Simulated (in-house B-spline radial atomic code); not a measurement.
# Ionising S IX (S8+) with different functionals

Computed with an all-electron radial atomic-structure program (B-spline basis): four-component Dirac-Coulomb Hamiltonian, Fermi nucleus of rms radius 3.2611 fm, spin-restricted, spherical fractional occupations for the functionals, and exact exchange of hybrids averaged over the configuration. The ionisation energy is the difference of two self-consistent energies, [He] 2s2 2p4 → [He] 2s2 2p3, without Breit or QED terms; ε is the level of the shell that loses the electron (mean over j). The electron is taken from both j subshells in proportion to 2j + 1, so the result is a j average, not the step between ground levels.

```tsv
method	rung	ΔSCF (eV)	-ε(2p) (eV)
PBE0	global hybrid	386.62	366.75
B97-1	global hybrid	386.75	365.72
HSE06	range-separated hybrid	?	?
wB97X	range-separated hybrid	?	?
```

Question: What does wB97X give?

Answer: ΔSCF 386.62 eV, and -ε(2p) = 367.86 eV.

Question: What does HSE06 give?

Answer: ΔSCF 386.61 eV, and -ε(2p) = 366.30 eV.

Question: Among the functionals, which spreads more, the ΔSCF values or the orbital energies?

Answer: The orbital energies: ΔSCF values span about 0.14 eV and the orbital energies 2.15 eV; here energy differences depend much less on the functional than eigenvalues do.

Question: How do they compare with the NIST value?

Answer: NIST lists 379.8 eV ± 0.21 (semi-empirical, ground level to ground level). Errors run from +6.77 to +6.91 eV. The correlated functionals all miss on the same side by more than they spread, so the cause is common to them (Breit-QED terms, spin polarisation, the choice among j levels, multiplet and fine-structure energies, or a listed next ion that isn't the cheapest removal here) and closeness doesn't rank the functionals.
